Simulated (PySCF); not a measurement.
Point-charge models of `C[Si@@H]1O[Si@@](Cl)(C=O)[SiH2][SiH2]1` against its computed dipole.

Coordinates (GFN2-xTB, Å) and charges (e) from the PBE0/pcSseg-1 density (PySCF):

```
atom       x       y       z  Mulliken      IAO  Hirshfeld  ESP-fitted
  C1   2.454   1.020  -1.264   -0.6253  -0.7232    -0.2136     -0.6576
 Si2   1.490  -0.169  -0.139   +0.7639  +0.8849    +0.3522     +0.7118
  O3   0.086  -0.521  -0.951   -0.7501  -0.8750    -0.3104     -0.3694
 Si4  -1.526  -0.460  -0.725   +0.8734  +0.9580    +0.3289     +0.1259
 Cl5  -2.290   0.193  -2.478   -0.3047  -0.2970    -0.1181     -0.1415
  C6  -2.036  -2.301  -0.532   -0.0197  -0.0077    +0.0409     +0.4119
  O7  -1.697  -2.941   0.432   -0.3341  -0.3533    -0.2021     -0.4209
 Si8  -1.688   0.696   1.283   -0.0063  +0.1155    +0.1483     +0.2743
 Si9   0.607   0.781   1.802   -0.0576  +0.1134    +0.1489     -0.0767
 H10   3.433   1.232  -0.848   +0.1372  +0.1576    +0.0428     +0.1493
 H11   1.933   1.967  -1.384   +0.1416  +0.1580    +0.0439     +0.1692
 H12   2.600   0.601  -2.256   +0.1516  +0.1665    +0.0501     +0.1708
 H13   2.156  -1.474  -0.085   -0.0653  -0.1217    -0.0758     -0.1462
 H14  -2.683  -2.778  -1.300   +0.0998  +0.1039    +0.0341     -0.0033
 H15  -2.548  -0.029   2.227   +0.0084  -0.0644    -0.0632     -0.0652
 H16  -2.356   1.997   1.113   -0.0031  -0.0706    -0.0680     -0.0788
 H17   1.105   2.144   2.066   -0.0063  -0.0753    -0.0708     -0.0232
 H18   0.952   0.049   3.029   -0.0033  -0.0696    -0.0683     -0.0304
```

Question: What dipole does each set of charges give (1 e·Å = 4.803 D), and what does the density give?

Answer: The full density gives (0.90, 1.79, 0.22) D, 2.01 D in size; dipole vectors point from the negative to the positive end.

```tsv
scheme	μx	μy	μz	size (D)	share of the full size (%)	angle to the full dipole (°)
Mulliken	0.93	2.30	2.34	3.41	170	37
IAO	0.46	2.35	2.05	3.15	157	37
Hirshfeld	0.61	1.57	0.49	1.76	87	11
ESP-fitted	0.90	1.80	0.26	2.03	101	1
```

Question: Which set comes closest?

Answer: Length of the difference vector: ESP-fitted 0.04 D, Hirshfeld 0.45 D, IAO 1.97 D, Mulliken 2.19 D. Closest: ESP-fitted. The schemes that divide the density aren't constrained to reproduce the dipole.

Question: What is left for the Hirshfeld atoms' own dipoles?

Answer: The shares of the density sum to the whole, so what Σ q r misses lies in dipoles about the nuclei. The atomic dipoles sum to (0.90, 1.79, 0.22) − (0.61, 1.57, 0.49) = (0.29, 0.22, -0.27) D, 0.45 D in size.

Question: With the origin at the mean of the coordinates, (0.000, 0.000, -0.001) Å, which are the largest single terms, by size, of the ESP-fitted dipole along the direction of the full one?

Answer: O7 +6.72, C6 -5.96, C1 -5.90, H11 +2.00, H10 +1.82 D; all 18 atoms together +2.03 D. The single terms depend on the origin, their sum doesn't.

Question: Give the size of the full dipole in other units.

Answer: 2.01 D = 0.792 au = 0.419 e·Å = 6.72 × 10⁻³⁰ C·m.

Geometry: GFN2-xTB, one conformer, isolated molecule.

The run behind these numbers computed NMR shieldings as well. Time: 49 s of wall time; peak memory 1.1 GiB. Hardware: one thread, Arm Neoverse V2 (aarch64) (shared host).
